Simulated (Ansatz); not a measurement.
A made-up structure of ZnBH$_{3}$S, singlet:

```csv
atom,x (Å),y (Å),z (Å)
B1,-0.6141,0.5188,-1.3516
Zn2,0.4203,-0.2134,0.2675
S3,1.5434,-0.9954,1.9699
H4,2.7137,-1.6832,1.8869
H5,-0.1258,0.5768,-2.4435
H6,0.5175,-0.7999,2.8173
```

It is relaxed with PBE-D4/def2-SVP and then PBE0-D4/def2-TZVP (Ansatz 0.2.0). Atoms count as bonded within 1.22 times the sum of their covalent radii (H–H: 0.88 Å). The end point is not checked to be a true minimum.

Question: Does its bonding change? (A judgement: the text doesn't fix the answer.)

Answer: By the calculation: Yes. Formed: B1–H6; broken: S3–H6.

Where it ends: The first stage lowers the energy by 5.42 eV in 38 steps. It ends as ZnBH₃S ([BH2][Zn][SH]):
```tsv
atom	x (Å)	y (Å)	z (Å)
B1	-0.3878	0.0515	-0.4557
Zn2	1.2722	-0.4854	0.6331
S3	3.0504	-1.0464	1.7706
H4	2.3208	-1.5503	2.7818
H5	-0.3012	0.5816	-1.5261
H6	-1.4994	-0.1474	-0.0570
```

Labels in which every atom is bracketed show which atoms are joined, not bond orders.

For scale, one of the runs: PBE0-D4/def2-TZVP relaxation, 134 basis functions, launched by `ansatz run in.yaml --threads 2 --pin off --events-out ev --progress --plain --max-ram 4352MiB`. The run took about 17 s on 2 CPU threads of an Arm Neoverse V2 (shared host).
